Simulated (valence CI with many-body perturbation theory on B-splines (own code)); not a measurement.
**Co14+: calculated level list**

Method: relativistic CI+MBPT: three valence electrons over a frozen Dirac-Fock core [Ne], a basis of 11 s, 11 p, 10 d, 8 f, 5 g, 2 h functions for each j, with the one-electron correlation potential Σ1 (screened to all orders), the two-electron term Σ2, the three-electron term Σ3, Breit, model QED; selected single and double excitations, second order for the rest, scaled by the run's own slope (own B-spline code, finite nucleus).

No measured spectrum was set against this ion. As an estimate, levels of excited configurations hold to 0.05 to 0.15 % of their energy, terms of the ground configuration to about 0.5 %.

Levels 136 to 173 of 173, with energies above the lowest level, 3s²3p ²P°_1/2. "Leading %" is the weight of the configuration and term that name the level; weights of strongly mixed levels are sums over their largest components and can fall short, so below about 35 % the name and the second component can differ from the true leading terms, or belong to a minority configuration. In the jj column 3d3/2^4 stands for four electrons in 3d with j = 3/2. Lifetimes count E1, E2, E3, M1 and M2 decay at the calculated energies, and are blank where another channel may lead or the interval is too uncertain; long ones can be off by a factor of two.

```csv
No.,Configuration,Term,J,E (cm⁻¹),Leading %,Leading jj,Second component,Lifetime
136,3s3p4s,²P°,1/2,1892700,95,3s 3p1/2 4s (77 %),,3.41 ps
137,3s²4d,²D,3/2,1901900,94,3s^2 4d3/2 (94 %),,2.29 ps
138,3s²4d,²D,5/2,1903500,94,3s^2 4d5/2 (94 %),,2.33 ps
139,3s3p4s,²P°,3/2,1908800,93,3s 3p3/2 4s (90 %),,3.11 ps
140,3s3p4p,⁴D,1/2,1976500,65,3s 3p1/2 4p1/2 (93 %),31 % 3s3p4p ²P,5.58 ps
141,3d³,⁴F,3/2,1978600,99,3d3/2^3 (37 %),,13.3 ps
142,3d³,⁴F,5/2,1979700,99,3d3/2^2 3d5/2 (76 %),,13.5 ps
143,3d³,⁴F,7/2,1981100,99,3d3/2 3d5/2^2 (76 %),,13.8 ps
144,3d³,⁴F,9/2,1982800,99,3d3/2 3d5/2^2 (47 %),,14.1 ps
145,3s3p4p,⁴D,3/2,1982800,64,3s 3p1/2 4p1/2 (68 %),30 % 3s3p4p ²P,5.77 ps
146,3s3p4p,²P,1/2,1991800,61,3s 3p1/2 4p3/2 (52 %),32 % 3s3p4p ⁴D,3.71 ps
147,3s3p4p,²P,3/2,1992600,47,3s 3p1/2 4p3/2 (67 %),28 % 3s3p4p ⁴D,4.52 ps
148,3s3p4s,²P°,1/2,1994900,94,3s 3p3/2 4s (69 %),,2.97 ps
149,3s3p4p,⁴D,5/2,1995000,94,3s 3p1/2 4p3/2 (55 %),4 % 3s3p4p ⁴P,10.3 ps
150,3s3p4s,²P°,3/2,1996200,94,3s 3p3/2 4s (73 %),,3.27 ps
151,3s3p4p,⁴P,1/2,2001000,94,3s 3p1/2 4p1/2 (59 %),,13.0 ps
152,3s²4f,²F°,5/2,2002800,96,3s^2 4f5/2 (96 %),,1.04 ps
153,3s²4f,²F°,7/2,2003300,96,3s^2 4f7/2 (96 %),,1.04 ps
154,3s3p4p,⁴P,3/2,2007200,71,3s 3p1/2 4p3/2 (47 %),11 % 3s3p4p ⁴S,9.21 ps
155,3s3p4p,⁴D,7/2,2009100,98,3s 3p3/2 4p3/2 (98 %),,10.2 ps
156,3d³,²G,7/2,2009100,99,3d3/2 3d5/2^2 (50 %),,16.9 ps
157,3d³,²G,9/2,2009800,75,3d3/2^2 3d5/2 (76 %),23 % 3d³ ²H,18.0 ps
158,3d³,⁴P,1/2,2014700,98,3d3/2^2 3d5/2 (61 %),,11.7 ps
159,3d³,²H,9/2,2014900,76,3d3/2 3d5/2^2 (52 %),23 % 3d³ ²G,21.7 ps
160,3d³,²H,11/2,2014900,99,3d3/2 3d5/2^2 (99 %),,23.6 ps
161,3d³,⁴P,3/2,2015200,97,3d3/2^2 3d5/2 (45 %),,11.7 ps
162,3s3p4p,⁴P,5/2,2016100,83,3s 3p3/2 4p1/2 (52 %),11 % 3s3p4p ²D,9.68 ps
163,3s3p4p,²D,3/2,2016300,62,3s 3p1/2 4p3/2 (45 %),27 % 3s3p4p ⁴S,3.79 ps
164,3d³,⁴P,5/2,2016500,99,3d3/2 3d5/2^2 (62 %),,11.9 ps
165,3s3p4p,⁴S,3/2,2021500,52,3s 3p3/2 4p3/2 (69 %),26 % 3s3p4p ²D,5.44 ps
166,3d³,²D,3/2,2030600,72,3d3/2 3d5/2^2 (49 %),25 % 3d³ ²P,12.1 ps
167,3s3p4p,²D,5/2,2031200,81,3s 3p3/2 4p3/2 (69 %),10 % 3s3p4p ⁴P,3.22 ps
168,3d³,²P,1/2,2033400,97,3d3/2 3d5/2^2 (60 %),,11.7 ps
169,3d³,²D,5/2,2033800,93,3d3/2 3d5/2^2 (52 %),5 % 3s3p4p ²D,10.9 ps
170,3d³,²P,3/2,2036500,71,3d5/2^3 (79 %),26 % 3d³ ²D,12.3 ps
171,3s3p4p,²S,1/2,2053100,93,3s 3p3/2 4p3/2 (70 %),,2.78 ps
172,3d³,²F,7/2,2053900,98,3d3/2 3d5/2^2 (71 %),,16.1 ps
173,3d³,²F,5/2,2054800,98,3d3/2 3d5/2^2 (53 %),,16.1 ps
```

Names give the largest LS component (configuration and term), which can be under half, so a name can repeat, a term be missing and a line seem to break the LS rules; names also repeat where a configuration has a term twice.

Where two levels of one J and parity lie close, their mixing, g and order are uncertain.
